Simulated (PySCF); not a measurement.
# Two-component Hartree-Fock for Cd (cadmium, neutral)

Start: [Kr] 4d10 5s2. Calculated with PySCF 2.14 in x2c-SVPall-2c with one added diffuse shell each of s, p, d type (7s10p7d1f, 79 functions): generalised Hartree-Fock with the X2C-1e Hamiltonian and a Gaussian nucleus; one run each with spin-orbit coupling (SO) switched off, then screened by Boettger's factors. This is a chosen level, not necessarily the ground level.

```json
{"spinor shell": "1s1/2", "electrons": "2", "ε, spin-free (eV)": "-26841.0", "ε, screened SO (eV)": "-26838.9", "weight of nominal j (screened SO)": "1.000", "rms radius, screened SO (bohr)": "0.0349"}
{"spinor shell": "2s1/2", "electrons": "2", "ε, spin-free (eV)": "-4071.7", "ε, screened SO (eV)": "-4071.2", "weight of nominal j (screened SO)": "1.000", "rms radius, screened SO (bohr)": "0.142"}
{"spinor shell": "2p1/2", "electrons": "2", "ε, spin-free (eV)": "-3647.3", "ε, screened SO (eV)": "-3780.9", "weight of nominal j (screened SO)": "1.000", "rms radius, screened SO (bohr)": "0.124"}
{"spinor shell": "2p3/2", "electrons": "4", "ε, spin-free (eV)": "-3647.3", "ε, screened SO (eV)": "-3585.9", "weight of nominal j (screened SO)": "1.000", "rms radius, screened SO (bohr)": "0.128"}
{"spinor shell": "3s1/2", "electrons": "2", "ε, spin-free (eV)": "-796.82", "ε, screened SO (eV)": "-796.69", "weight of nominal j (screened SO)": "1.000", "rms radius, screened SO (bohr)": "0.381"}
{"spinor shell": "3p1/2", "electrons": "2", "ε, spin-free (eV)": "-653.88", "ε, screened SO (eV)": "-678.50", "weight of nominal j (screened SO)": "1.000", "rms radius, screened SO (bohr)": "0.376"}
{"spinor shell": "3d3/2", "electrons": "4", "ε, spin-free (eV)": "-430.66", "ε, screened SO (eV)": "-434.89", "weight of nominal j (screened SO)": "1.000", "rms radius, screened SO (bohr)": "0.362"}
{"spinor shell": "3d5/2", "electrons": "6", "ε, spin-free (eV)": "-430.66", "ε, screened SO (eV)": "-427.72", "weight of nominal j (screened SO)": "1.000", "rms radius, screened SO (bohr)": "0.365"}
{"spinor shell": "4s1/2", "electrons": "2", "ε, spin-free (eV)": "-129.10", "ε, screened SO (eV)": "-129.09", "weight of nominal j (screened SO)": "1.000", "rms radius, screened SO (bohr)": "0.941"}
{"spinor shell": "4p1/2", "electrons": "2", "ε, spin-free (eV)": "-84.775", "ε, screened SO (eV)": "-89.014", "weight of nominal j (screened SO)": "1.000", "rms radius, screened SO (bohr)": "1.02"}
{"spinor shell": "4p3/2", "electrons": "4", "ε, spin-free (eV)": "-84.775", "ε, screened SO (eV)": "-82.825", "weight of nominal j (screened SO)": "1.000", "rms radius, screened SO (bohr)": "1.05"}
{"spinor shell": "4d3/2", "electrons": "4", "ε, spin-free (eV)": "-19.668", "ε, screened SO (eV)": "-20.160", "weight of nominal j (screened SO)": "1.000", "rms radius, screened SO (bohr)": "1.38"}
{"spinor shell": "4d5/2", "electrons": "6", "ε, spin-free (eV)": "-19.668", "ε, screened SO (eV)": "-19.340", "weight of nominal j (screened SO)": "1.000", "rms radius, screened SO (bohr)": "1.40"}
{"spinor shell": "5s1/2", "electrons": "2", "ε, spin-free (eV)": "-7.655", "ε, screened SO (eV)": "-7.657", "weight of nominal j (screened SO)": "1.000", "rms radius, screened SO (bohr)": "3.33"}
```

(1) Where does 3p3/2 lie, and what is the 3p spin-orbit splitting (screened SO)?

```json
{"quantity": "E (hartree)", "spin-free": "-5590.26335", "screened SO": "-5591.35617"}
{"quantity": "M_J", "spin-free": "0", "screened SO": "0"}
{"quantity": "⟨J²⟩", "spin-free": "0.000", "screened SO": "0.000"}
{"quantity": "⟨L²⟩", "spin-free": "0.000", "screened SO": "0.016"}
{"quantity": "⟨S²⟩", "spin-free": "0.000", "screened SO": "0.016"}
```

Breit and QED terms are absent; they matter most for the inner s and p1/2 levels.

Densities and radii are taken from the X2C orbitals without a picture-change correction, which distorts them close to the nucleus.

Without spin-orbit coupling the j labels of p, d and f shells carry no meaning; the spin-free column gives the mean over the occupied spinors of each nl shell.

Results:

(1) At -642.49 eV, 36.013 eV above 3p1/2.
